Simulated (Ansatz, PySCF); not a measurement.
Torsion H5–C1–N2–B3 in CH6BNO (SMILES CNBO); at each angle all else is relaxed with GFN2-xTB, and the levels are single points there.
Geometry at 0° (charge 0, multiplicity 1):
```xyz
10

C     -1.20778     0.57225     0.03820
N     -0.38136    -0.61362     0.06075
B      0.99769    -0.64868     0.25862
O      1.65538     0.53027     0.45167
H     -0.56694     1.43422     0.20254
H     -1.96719     0.53685     0.82507
H     -1.71228     0.68124    -0.92653
H     -0.90034    -1.46441    -0.08497
H      1.54819    -1.69293     0.25264
H      2.59644     0.44357     0.58158
```

On the grid 0° to 120°, 60° is the highest and 0° the lowest point at MP2/CBS(cc-pVTZ, cc-pVQZ) + ΔCCSD(T)/cc-pVDZ.

Rows in 6-31G* carry no dispersion term and start afresh at each structure (6-31G* with six Cartesian d functions). MP2/6-31G* freezes PySCF's default core.

Codes used: Ansatz (Gaussian basis) for Hartree–Fock, density functionals and correlated methods; PySCF for 6-31G* rows. Each number belongs to the level named beside it.

### Question
What energy at 60° less that at 0° does PBE/def2-TZVPP give?

### Answer
0.8 kcal/mol

Ansatz is a program for electronic structure.
